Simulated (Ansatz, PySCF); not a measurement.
Complex: NH3 (SMILES N) (first 4 atoms) with CH3F (SMILES CF); geometry from B3LYP-D3(BJ)/def2-TZVP.
(charge 0, multiplicity 1):
```xyz
9

N      0.001    -0.175     0.298
H      0.238    -0.882    -0.388
H     -0.149     0.693    -0.203
H      0.812    -0.046     0.895
C      0.148    -0.540     3.637
F      1.383    -0.166     3.095
H     -0.154     0.222     4.357
H     -0.571    -0.613     2.822
H      0.271    -1.502     4.136
```

Basis-set superposition error: the interaction energy with monomers in their own basis, and in the dimer's basis (counterpoise).

Run with Ansatz (a quantum-chemistry and plane-wave program) with Gaussian orbitals; PySCF for 6-31G* rows. Values without a source in brackets are computed.

```tsv
level	uncorrected (kJ/mol)	counterpoise (kJ/mol)	difference
HF/6-31G*	-13.4	-6.5	6.9
HF/aug-cc-pVQZ	-5.5	-5.3	0.2
PBE/def2-TZVPPD	-10.0	-9.5	0.4
BLYP/def2-TZVPPD	-5.6	-5.2	0.5
B97M-V/def2-TZVPPD	-12.5	-12.2	0.3
B3LYP/6-31G*	-19.9	-8.7	11.2
B3LYP/def2-TZVPPD	-7.9	-7.5	0.4
wB97M-V/def2-TZVPPD	-12.5	-12.1	0.4
SCS-MP2/aug-cc-pVDZ	-12.1	-8.7	3.4
SCS-MP2/aug-cc-pVQZ	-11.1	-10.2	0.9
```

The error is largest for B3LYP/6-31G* (11.2 kJ/mol) and smallest for HF/aug-cc-pVQZ (0.2 kJ/mol).
